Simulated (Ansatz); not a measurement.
One change: `C[N](C)[InH][Br]` becomes `C[N](C)[Sn][F]`.

Ansatz, PBE0-D4/def2-TZVP geometries, multiplicity 1. Each molecule was computed in one conformer, which needn't be the lowest.

Elements past krypton have def2 core potentials. Scalar relativity is left out up to krypton.

```json
{"property": "size of the dipole moment (B3LYP/def2-TZVPP) / D", "`C[N](C)[InH][Br]`": "2.78"}
{"property": "HOMO energy (ωB97M-V/def2-TZVPP) / eV", "`C[N](C)[InH][Br]`": "-8.59"}
{"property": "size of the dipole moment (PBE/def2-TZVPP) / D", "`C[N](C)[InH][Br]`": "2.77"}
{"property": "HOMO–LUMO gap (PBE0/def2-TZVPP) / eV", "`C[N](C)[InH][Br]`": "5.08"}
{"property": "LUMO energy (PBE0/def2-TZVPP) / eV", "`C[N](C)[InH][Br]`": "-1.25"}
{"property": "HOMO energy (PBE0/def2-TZVPP) / eV", "`C[N](C)[InH][Br]`": "-6.33"}
```

(1) Give the same properties after the change, and the shifts. (Estimate.)

Results:

(1) The calculation gave: 
| property | `C[N](C)[Sn][F]` | shift |
| --- | --- | --- |
| size of the dipole moment (B3LYP/def2-TZVPP) / D | 2.86 | 0.08 |
| HOMO energy (ωB97M-V/def2-TZVPP) / eV | -8.72 | -0.13 |
| size of the dipole moment (PBE/def2-TZVPP) / D | 2.75 | -0.02 |
| HOMO–LUMO gap (PBE0/def2-TZVPP) / eV | 4.65 | -0.43 |
| LUMO energy (PBE0/def2-TZVPP) / eV | -1.87 | -0.62 |
| HOMO energy (PBE0/def2-TZVPP) / eV | -6.52 | -0.19 |

With PBE0 the HOMO falls by 0.19 eV and the LUMO falls by 0.62 eV, so the gap narrows by about 0.43 eV. PBE moves the HOMO by -0.21 eV and ωB97M-V by -0.13 eV. The zero-point energy changes by -12.9 kJ/mol with -3 modes. Dipoles are sizes alone; their direction can turn.

B3LYP here is the variant with VWN-RPA as its local correlation; programs differ in this.

Spin–orbit coupling is left out; it splits and shifts lone-pair levels of the heavy atoms by tenths of an eV.
